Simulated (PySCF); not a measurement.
Predicted microwave data (CAM-B3LYP/def2-SVPD in PySCF (dipole) on a GFN2-xTB geometry, gas phase) for one isomer of C6H6F2Si:

| Item | Value |
| --- | --- |
| Rotational constants | A = 1571, B = 1104, C = 861.5 MHz |
| Dipole components | \|μa\| = 0.30 D, \|μb\| = 1.27 D, \|μc\| = 1.83 D |
| Inertial defect | -192.72 u·Å² |
| κ | -0.31 |

Question: Which candidate fits, each taken in the one conformer that was computed?
A. `[CH:1]#[C:2][Si@:3]1([F:4])[CH2:5][CH:6]=[C:7]1[CH2:8][F:9]` with C6–C7–C8–F9 -138°
B. `[CH:1]#[C:2][C@@:3]1([F:4])[CH2:5][CH:6]=[C:7]1[SiH2:8][F:9]` with C6–C7–Si8–F9 7°

Answer: A. It is C#C[Si@]1(F)CC=C1CF, an asymmetric top, point group C1. The candidates at the same level (rigid rotor, commonest isotopes):

| SMILES | A (MHz) | B (MHz) | C (MHz) | μa (D) | μb (D) | μc (D) | Δ (u·Å²) | point group | rotor |
| --- | --- | --- | --- | --- | --- | --- | --- | --- | --- |
| C#C[C@@]1(F)CC=C1[SiH2]F | 2131 | 911.0 | 810.2 | 1.10 | 0.10 | 1.38 | -168.13 | C1 | asymmetric top |
| C#C[Si@]1(F)CC=C1CF | 1571 | 1104 | 861.5 | 0.30 | 1.27 | 1.83 | -192.72 | C1 | asymmetric top |

`C#C[C@@]1(F)CC=C1[SiH2]F` has A 36 % too high. No structure here is proved a minimum.
